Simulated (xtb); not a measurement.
C5H12O3Si, charge -1, doublet, geometry from GFN2-xTB (a state made from the parent by changing its charge; the spin is typed, not shown lowest); GFN2-xTB in xtb 6.7.1.

Input for xtb:
```
$ xtb mol.xyz --gfn 2 --chrg -1 --uhf 1 --hess --json

# file mol.xyz
21

C     -0.04504038    -2.31190742    -1.59540500
C      0.22790694    -0.91931420    -1.53625136
Si     0.04080792     0.16902932    -0.09732877
O      0.18926883     1.79141942    -0.45205088
C      1.44055666     2.33595593    -0.65442950
O      1.06600412     0.07228515     1.26048838
C      1.07929904    -1.07036143     2.03851065
O     -1.40314014     0.02792947     0.74764931
C     -2.58885233    -0.29182673     0.11591442
H     -0.57921131    -2.79511640    -0.78860213
H     -0.04878099    -2.83075254    -2.54473373
H      0.70422501    -0.51214466    -2.42672374
H      1.35138235     3.42845115    -0.68097074
H      2.12964219     2.04950654     0.14512242
H      1.86742974     1.99481581    -1.60617568
H      1.38174196    -1.94344364     1.44647109
H      0.08590221    -1.27620416     2.45319170
H      1.79099746    -0.92992504     2.86104614
H     -3.03449097     0.58918547    -0.36452225
H     -3.29222912    -0.67756512     0.86403748
H     -2.42820114    -1.05156685    -0.65426728
```

Problem. What does xtb print? Leave out banner, timings and long lists.

Solution. 
```
   ID    Z sym.   atoms
    1    6 C      1, 2, 5, 7, 9
    2   14 Si     3
    3    8 O      4, 6, 8
    4    1 H      10-21

           -------------------------------------------------
          |                Calculation Setup                |
           -------------------------------------------------

           -------------------------------------------------
          |                 G F N 2 - x T B                 |
           -------------------------------------------------

          ...................................................
          :                      SETUP                      :
          :.................................................:
          :  # basis functions                  54          :
          :  # atomic orbitals                  53          :
          :  # shells                           31          :
          :  # electrons                        55          :
          :  max. iterations                   250          :
          :  Hamiltonian                  GFN2-xTB          :
          :  restarted?                      false          :
          :  GBSA solvation                  false          :
          :  PC potential                    false          :
          :  electronic temp.          300.0000000     K    :
          :  accuracy                    1.0000000          :
          :  -> integral cutoff          0.2500000E+02      :
          :  -> integral neglect         0.1000000E-07      :
          :  -> SCF convergence          0.1000000E-05 Eh   :
          :  -> wf. convergence          0.1000000E-03 e    :
          :  Broyden damping             0.4000000          :
          :  net charge                         -1          :
          :  unpaired electrons                  1          :
          ...................................................

 iter      E             dE          RMSdq      gap      omega  full diag
   1    -31.0797179 -0.310797E+02  0.635E+00    4.17       0.0  T
   2    -31.2261864 -0.146468E+00  0.497E+00    2.36       1.0  T
   3    -31.2332790 -0.709265E-02  0.260E+00    3.40       1.0  T
   4    -31.2065459  0.267331E-01  0.207E+00    2.24       1.0  T
   5    -31.2493680 -0.428221E-01  0.713E-01    2.84       1.0  T
   6    -31.2502323 -0.864311E-03  0.218E-01    2.92       1.0  T
   7    -31.2503498 -0.117478E-03  0.118E-01    3.04       1.0  T
   8    -31.2504667 -0.116890E-03  0.486E-02    3.03       1.0  T
   9    -31.2504735 -0.681029E-05  0.322E-02    3.02       1.0  T
  10    -31.2504823 -0.878818E-05  0.822E-03    3.01       2.7  T
  11    -31.2504823 -0.476130E-07  0.190E-03    3.01      11.5  T
  12    -31.2504823 -0.186110E-07  0.825E-04    3.01      26.4  T
  13    -31.2504823 -0.134514E-08  0.301E-04    3.01      72.4  T

   *** convergence criteria satisfied after 13 iterations ***

         :::::::::::::::::::::::::::::::::::::::::::::::::::::
         ::                     SUMMARY                     ::
         :::::::::::::::::::::::::::::::::::::::::::::::::::::
         :: total energy             -30.950981981169 Eh    ::
         :: gradient norm              0.000064950597 Eh/a0 ::
         :: HOMO-LUMO gap              3.008761217399 eV    ::
         ::.................................................::
         :: SCC energy               -31.250338455773 Eh    ::
         :: -> isotropic ES            0.196264029164 Eh    ::
         :: -> anisotropic ES          0.010280826905 Eh    ::
         :: -> anisotropic XC         -0.006289040018 Eh    ::
         :: -> dispersion             -0.016863577197 Eh    ::
         :: repulsion energy           0.299356474604 Eh    ::
         :: add. restraining           0.000000000000 Eh    ::
         :: total charge              -1.000000000000 e     ::
         :::::::::::::::::::::::::::::::::::::::::::::::::::::

           -------------------------------------------------
          |                Numerical Hessian                |
           -------------------------------------------------
step length          :   0.00500
SCC accuracy         :   0.30000
Hessian scale factor :   1.00000
frozen atoms in %    :   0.00000    0
RMS gradient         :   0.00007
estimated CPU  time      0.04 min

writing file <hessian>.

 projected vibrational frequencies (cm⁻¹)
eigval :       -0.00     0.00     0.00     0.00     0.00     0.00
eigval :       52.43    55.96    69.21    78.70    90.60   110.23
eigval :      113.71   130.60   152.17   183.15   203.85   239.61
eigval :      286.67   301.71   304.98   333.78   375.49   421.22
eigval :      584.40   615.68   663.77   723.48   855.46  1006.49
eigval :     1101.42  1112.44  1136.46  1149.05  1149.75  1151.36
eigval :     1166.48  1168.59  1170.74  1228.40  1380.16  1411.52
eigval :     1416.14  1417.04  1486.07  1487.33  1489.61  1494.45
eigval :     1509.51  1512.40  1513.87  2865.07  2871.08  2872.38
eigval :     2889.35  2897.27  2898.31  2913.42  2933.35  2933.99
eigval :     2941.98  3004.66  3014.47
           -------------------------------------------------
          |                Property Printout                |
           -------------------------------------------------

    * Orbital Energies and Occupations

         #    Occupation            Energy/Eh            Energy/eV
      -------------------------------------------------------------
         1        2.0000           -0.6034039             -16.4195
       ...           ...                  ...                  ...
        16        2.0000           -0.3559954              -9.6871
        17        2.0000           -0.3321660              -9.0387
        18        2.0000           -0.3027752              -8.2389
        19        2.0000           -0.2745834              -7.4718
        20        2.0000           -0.2729720              -7.4279
        21        2.0000           -0.2681487              -7.2967
        22        2.0000           -0.2644343              -7.1956
[...]
  49:  1.59  50:  1.63  51:  1.62  52:  1.87  53:  1.88  54:  1.88  55:  1.92  56:  1.68
  57:  1.71  58:  1.21  59:  1.47  60:  1.43  61:  1.78  62:  1.69  63:  1.84
 IR intensities (km·mol⁻¹)
   1:  1.72   2:  4.59   3:  2.72   4:  3.76   5:  2.19   6:  6.49   7:  5.72   8:  2.26
   9:  2.13  10:  3.27  11:  8.80  12:  3.03  13:  2.46  14:  0.91  15:  2.02  16:  5.73
  17:  4.89  18:  2.23  19: 17.54  20: 37.91  21:  3.85  22: 49.89  23: 23.56  24: 14.14
Molecule has no symmetry elements
It seems to be the C1 point group
  25:141.31  26: 68.43  27:196.82  28:232.85  29:261.29  30: 39.73  31:211.17  32:325.46
  33: 31.89  34:  1.36  35:  0.45  36:  1.43  37:  4.94  38:  6.75  39: 11.12  40: 10.47
  41:  6.45  42:  1.84  43:  3.95  44:  7.41  45:  8.21  46:  0.42  47:  2.89  48:  1.68
  49:  0.30  50:  0.20  51:  0.24  52: 91.74  53:  9.17  54:141.40  55:101.68  56:137.39
  57: 96.96  58: 80.24  59:107.66  60: 12.40  61:149.99  62:245.15  63:187.56
 Raman intensities (Ä⁴*amu⁻¹)
   1:  0.00   2:  0.00   3:  0.00   4:  0.00   5:  0.00   6:  0.00   7:  0.00   8:  0.00
   9:  0.00  10:  0.00  11:  0.00  12:  0.00  13:  0.00  14:  0.00  15:  0.00  16:  0.00
  17:  0.00  18:  0.00  19:  0.00  20:  0.00  21:  0.00  22:  0.00  23:  0.00  24:  0.00
  25:  0.00  26:  0.00  27:  0.00  28:  0.00  29:  0.00  30:  0.00  31:  0.00  32:  0.00
  33:  0.00  34:  0.00  35:  0.00  36:  0.00  37:  0.00  38:  0.00  39:  0.00  40:  0.00
  41:  0.00  42:  0.00  43:  0.00  44:  0.00  45:  0.00  46:  0.00  47:  0.00  48:  0.00
  49:  0.00  50:  0.00  51:  0.00  52:  0.00  53:  0.00  54:  0.00  55:  0.00  56:  0.00
  57:  0.00  58:  0.00  59:  0.00  60:  0.00  61:  0.00  62:  0.00  63:  0.00
 output can be read by thermo (or use thermo option).
 writing <g98.out> molden fake output.
 recommended (thermochemical) frequency scaling factor: 1.0
           -------------------------------------------------
          |             Thermodynamic Functions             |
           -------------------------------------------------

c1  symmetry found (for desy threshold:  0.10E+00) used in thermo

          ...................................................
          :                      SETUP                      :
          :.................................................:
          :  # frequencies                          57      :
          :  # imaginary freq.                       0      :
          :  linear?                             false      :
          :  only rotor calc.                    false      :
          :  symmetry                               c1      :
          :  rotational number                       1      :
          :  scaling factor                  1.0000000      :
          :  rotor cutoff                   50.0000000 cm⁻¹ :
          :  imag. cutoff                  -20.0000000 cm⁻¹ :
          :.................................................:

    mode    ω/cm⁻¹     T·S(HO)/kcal·mol⁻¹    T·S(FR)/kcal·mol⁻¹   T·S(vib)
   ------------------------------------------------------------------------
       1     52.43    -1.40836 ( 54.73%)    -1.04229 ( 45.27%)    -1.24262
       2     55.96    -1.36999 ( 61.07%)    -1.02301 ( 38.93%)    -1.23490
       3     69.21    -1.24499 ( 78.59%)    -0.96007 ( 21.41%)    -1.18399
       4     78.70    -1.16963 ( 85.99%)    -0.92201 ( 14.01%)    -1.13494
       5     90.60    -1.08737 ( 91.51%)    -0.88033 (  8.49%)    -1.06980
       6    110.23    -0.97343 ( 95.94%)    -0.82226 (  4.06%)    -0.96729
       7    113.71    -0.95544 ( 96.40%)    -0.81305 (  3.60%)    -0.95031
       8    130.60    -0.87572 ( 97.90%)    -0.77204 (  2.10%)    -0.87354
       9    152.17    -0.78860 ( 98.85%)    -0.72677 (  1.15%)    -0.78789
      10    183.15    -0.68457 ( 99.45%)    -0.67188 (  0.55%)    -0.68450
      11    203.85    -0.62554 ( 99.64%)    -0.64017 (  0.36%)    -0.62560
      12    239.61    -0.53840 ( 99.81%)    -0.59230 (  0.19%)    -0.53850
      13    286.67    -0.44530 ( 99.91%)    -0.53918 (  0.09%)    -0.44538
   ------------------------------------------------------------------------

   temp. (K)  partition function   enthalpy   heat capacity  entropy
                                   cal/mol     cal/K/mol   cal/K/mol   J/K/mol
 298.15  VIB  0.281E+06             7249.224     39.252     47.808
         ROT  0.681E+06              888.752      2.981     29.672
         INT  0.191E+12             8137.976     42.233     77.480
         TR   0.175E+28             1481.254      4.968     40.873
         TOT                        9619.2304    47.2011   118.3526   495.1871

       T/K    H(0)-H(T)+PV         H(T)/Eh          T*S/Eh         G(T)/Eh
   ------------------------------------------------------------------------
    298.15    0.153292E-01    0.176262E+00    0.562331E-01    0.120029E+00
   ------------------------------------------------------------------------

         :::::::::::::::::::::::::::::::::::::::::::::::::::::
         ::                  THERMODYNAMIC                  ::
         :::::::::::::::::::::::::::::::::::::::::::::::::::::
         :: total free energy         -30.830952714052 Eh   ::
         ::.................................................::
         :: total energy              -30.950981981372 Eh   ::
         :: zero point energy           0.160933171089 Eh   ::
         :: G(RRHO) w/o ZPVE           -0.040903903769 Eh   ::
         :: G(RRHO) contrib.            0.120029267320 Eh   ::
         :::::::::::::::::::::::::::::::::::::::::::::::::::::

           -------------------------------------------------
          | TOTAL ENERGY              -30.950981981372 Eh   |
          | TOTAL ENTHALPY            -30.774719590878 Eh   |
          | TOTAL FREE ENERGY         -30.830952714052 Eh   |
          | GRADIENT NORM               0.000065486078 Eh/α |
          | HOMO-LUMO GAP               3.008690557829 eV   |
           -------------------------------------------------

normal termination of xtb
```
